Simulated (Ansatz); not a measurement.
Molecule: C6H13, net charge 0, doublet state. It need not be the lowest isomer of its formula. 
Structure (B3LYP-D3(BJ)/def2-TZVP (Ansatz, an electronic-structure program) minimum search):
SMILES: CCC[C](C)C
```xyz
19

C      2.3903     1.1495     0.7946
C      0.9222     0.7379     0.7537
C      0.5890    -0.1511    -0.4641
C     -0.8417    -0.5702    -0.5310
C     -1.3088    -1.7019     0.3187
C     -1.8561     0.3868    -1.0563
H      2.6648     1.7122    -0.1010
H      3.0418     0.2737     0.8459
H      2.6064     1.7769     1.6616
H      0.2884     1.6289     0.7288
H      0.6630     0.1994     1.6698
H      1.2358    -1.0351    -0.4267
H      0.8597     0.4003    -1.3717
H     -0.5364    -2.4656     0.4356
H     -1.5835    -1.3710     1.3339
H     -2.2013    -2.1771    -0.0980
H     -1.4477     1.0121    -1.8538
H     -2.7371    -0.1323    -1.4441
H     -2.2235     1.0712    -0.2738
```
Charge 0, spin multiplicity 2.

Parts of the frozen-core correlation energy in 6-31G* (Ansatz, hartree). Frozen orbitals: 6; correlated occupied orbitals by spin: 19 and 18; virtual: 91 and 92. Open shells are spin-unrestricted. Spin-orbit coupling is left out. Non-relativistic.

```tsv
term	value
reference (HF)	-234.74225
MP2 opposite-spin	-0.58453
MP2 same-spin	(withheld)
CCSD correlation	(withheld)
(T)	(withheld)
T1 diagnostic	0.010
largest doubles amplitude	0.021
<S^2> of the reference	0.764
```

What belongs in the gaps?


- MP2 same-spin, value: -0.18070
- CCSD correlation, value: -0.84461
- (T), value: -0.02450
